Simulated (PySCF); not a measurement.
C4H9FSi, SMILES CC/C=C(\F)[SiH3]. Heavy atoms are numbered as in [CH3:1][CH2:2]/[CH:3]=[C:4](\[F:5])[SiH3:6]. Hydrogens are named by the atom that carries them.

Geometry: PBE0-D3(BJ)/def2-SVP. The structure was generated by enumeration; whether it is a known compound was not checked. The values are those of a single conformer.

Level of theory: r2SCAN/def2-TZVP (PySCF).

ESP charges are fitted to the potential on shells at 1.4 to 2.0 van der Waals radii. Atomic charges (e), one atom of each kind:

```json
[
 {"atom": "C1 (CH3)", "ESP fit": "-0.41", "IAO": "-0.42"},
 {"atom": "C2 (CH2)", "ESP fit": "?", "IAO": "-0.26"},
 {"atom": "C3 (CH)", "ESP fit": "?", "IAO": "-0.18"},
 {"atom": "C4", "ESP fit": "?", "IAO": "0.00"},
 {"atom": "F5", "ESP fit": "-0.12", "IAO": "-0.28"},
 {"atom": "Si6 (SiH3)", "ESP fit": "0.09", "IAO": "0.61"},
 {"atom": "H on C1", "ESP fit": "0.10", "IAO": "0.14"},
 {"atom": "H on C2", "ESP fit": "?", "IAO": "0.15"},
 {"atom": "H on C3", "ESP fit": "?", "IAO": "0.15"},
 {"atom": "H on Si6", "ESP fit": "-0.03", "IAO": "-0.12"}
]
```

Question: Some entries are withheld; supply them. (Estimate from the structure and the level; the computed values follow.)

Answer: 
- C2 (CH2), ESP fit: 0.33
- C3 (CH), ESP fit: -0.37
- C4, ESP fit: 0.09
- H on C2, ESP fit: -0.01
- H on C3, ESP fit: 0.17

Question: Give the Mayer and Wiberg (Löwdin basis) orders of the bonds. (An estimate is asked for; the answer gives what the named calculation found.)

Answer: 
```
bond    Mayer  Wiberg
------  -----  ------
C1–C2    0.96    1.28
C2–C3    0.94    1.24
C3–C4    1.80    1.98
C4–F5    0.98    1.69
C4–Si6   1.02    1.11
```
